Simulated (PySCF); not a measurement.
Computed shifts of a molecule C4H7FO, PBE/pcSseg-1 run with PySCF, GIAO, gas phase, equivalent atoms averaged, in ppm (number of nuclei): ¹³C: 82.1 (1), 74.1 (1), 29.1 (1), 17.1 (1). ¹⁹F: -245.1 (1). ¹H: 5.16 (1), 4.62 (1), 2.98 (1), 1.65 (1), 1.46 (1), 1.31 (1), 0.03 (1). References: ¹⁷O against H2O (σ = 334.3 ppm); ¹³C against TMS (σ = 182.0 ppm); ¹⁹F against CFCl3 (σ = 133.6 ppm); ¹H against TMS (σ = 31.49 ppm), references at their B3LYP-D3(BJ)/def2-TZVP geometries, non-relativistic. Coordinates come from a PBE-D3(BJ)/def2-SVP optimisation. The values are those of a single conformer.

### Question
Pick the molecule that these values belong to.
(A) C[C@@]1(F)CCO1
(B) OC[C@H]1C[C@@H]1F
(C) CO[C@@H]1C[C@@H]1F
(D) CC1(F)COC1

### Answer
B, OC[C@H]1C[C@@H]1F
